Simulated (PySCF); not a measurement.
**Löwdin shares of the frontier orbitals**

Compound: C6H3Cl2F.
Numbering: `[F:1][C@@:2]12[CH:3]=[CH:4][C@@:5]3([Cl:6])[C@@H:7]1[C@@:8]23[Cl:9]` (hydrogens: H10 on C3; H11 on C4; H12 on C7)

Method: TDDFT PBE0/def2-SVPD, vertical, gas phase, core orbitals frozen in the response in PySCF. Geometry: GFN2-xTB; no solvent, vibrations or thermal averaging.

Frontier orbitals with the atoms that hold most of them (Löwdin shares over 4%, at most four atoms; ? is withheld):

```csv
orbital,ε (eV),atoms
HOMO-3,-9.35,"Cl6 68%, C5 8%, Cl9 6%"
HOMO-2,-8.16,"Cl9 21%, Cl6 17%, C7 15%, C8 12%"
HOMO-1,-8.15,"Cl9 25%, C7 18%, Cl6 14%, C8 12%"
HOMO,?,?
LUMO,-0.88,"C4 29%, C3 29%, C7 8%, C8 7%"
LUMO+1,-0.20,"Cl9 28%, Cl6 21%, C8 12%, C5 11%"
LUMO+2,0.78,"Cl6 38%, Cl9 25%, C5 11%, C8 6%"
```

(1) Which atoms hold the HOMO, and with what shares?

(2) What is the HOMO energy, and the HOMO–LUMO gap?

Results:

(1) C3 (bonded to 2 C and H) 27%; C4 (bonded to 2 C and H) 27%; C8 (bonded to 3 C and Cl) 11%; Cl9 (bonded to C) 9%. By element: carbon 65% or more, chlorine 9% or more.

(2) ε(HOMO) = -7.45 eV; the gap is 6.57 eV (0.2414 hartree).

Problem. The HOMO–LUMO gap is 6.57 eV. Where does the response calculation put the lowest singlet, and from which orbitals?

Solution. S1 is at 5.57 eV (f = 0.023), 1.00 eV below the gap, made of HOMO→LUMO (74%), HOMO-1→LUMO (14%), HOMO-2→LUMO (10%). Without the coupling terms of the response equations the lowest excitation would equal the gap.

Problem. One configuration dominates each of S1 and S3. Which, and how do the shares of the two leading atoms of either orbital change from the occupied to the empty one?

Solution. 
- S1 (5.57 eV, f 0.023), HOMO→LUMO (74%): C3 27% → 29%, C4 27% → 29%
- S3 (5.99 eV, f 0.0063), HOMO→LUMO+1 (85%): C3 27% → at most 12%, C4 27% → at most 12%, Cl9 9% → 28%, Cl6 at most 10% → 21%
